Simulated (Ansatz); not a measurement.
Isolated molecules relaxed with PBE0-D4/def2-TZVP in Ansatz; ΔE leaves out vibrations. CCSD(T)/CBS adds triple-zeta CCSD(T) − MP2 to the extrapolated MP2 energy (def2 sets, frozen cores). DFT in def2-TZVPP. def2 core potentials past Kr. For Br, Ga, In outer-core shells are correlated without core-valence functions, which leaves a few kJ/mol of doubt a bond. Scalar relativity is left out up to krypton. One conformer a species, not always the lowest.

`[SiH3][O][In]([SH])[Br]` + `[F][Ga]([F])[F]` → `[F][In]([SH])[O][SiH3]` + `[F][Ga]([F])[Br]`  (redistribution)

`[SiH3][O][In]([SH])[Br]`:

Z-matrix (Å, degrees):
```
Si
O 1 1.635
H 1 1.486 2 108.4
H 1 1.490 2 111.3 3 119.7
H 1 1.490 2 111.4 3 -119.8
In 2 1.966 1 135.4 3 176.7
Br 6 2.445 2 116.6 1 -0.4
S 6 2.351 2 118.0 1 179.6
H 8 1.346 6 91.5 2 -0.0
```

`[F][Ga]([F])[F]`:

Cartesian coordinates in Å:
```
F -1.408 -0.757 -0.647
Ga 0.000 0.000 0.000
F -0.079 0.813 1.518
F 1.487 -0.056 -0.871
```

`[F][In]([SH])[O][SiH3]`:

```xyz
9

F     1.395   -0.665    1.790
In   -0.172    0.351    1.254
S    -1.424    1.527    2.844
O    -0.521    0.251   -0.666
Si    0.176   -0.480   -1.955
H    -0.609    1.128    3.837
H     0.165   -1.962   -1.807
H     1.588   -0.040   -2.129
H    -0.598   -0.111   -3.169
```

`[F][Ga]([F])[Br]`:

Cartesian coordinates in Å:
```
F -0.397 1.303 -1.155
Ga 0.027 0.001 -0.096
F 0.944 -1.284 -0.807
Br -0.573 -0.020 2.058
```

(1) Is it downhill or uphill in electronic energy at CCSD(T)/CBS, and by how much? (Best estimate.)

(2) What do these levels give: r2SCAN-D4, ωB97X-V, r2SCAN, PBE0, CCSD(T)/def2-TZVPP, CCSD/CBS(def2)? (Estimate.)

Largest T1 diagnostic among the species: 0.015.

Results:

(1) Ansatz gave: Uphill: ΔE = +0.29 eV.

(2) Computed: r2SCAN-D4 0.26, ωB97X-V 0.27, r2SCAN 0.26, PBE0 0.26, CCSD(T)/def2-TZVPP 0.34, CCSD/CBS(def2) 0.29 eV.

From PBE to PBE0 (25 % exact exchange), in def2-TZVPP and without D4, ΔE moves by +0.06 eV.
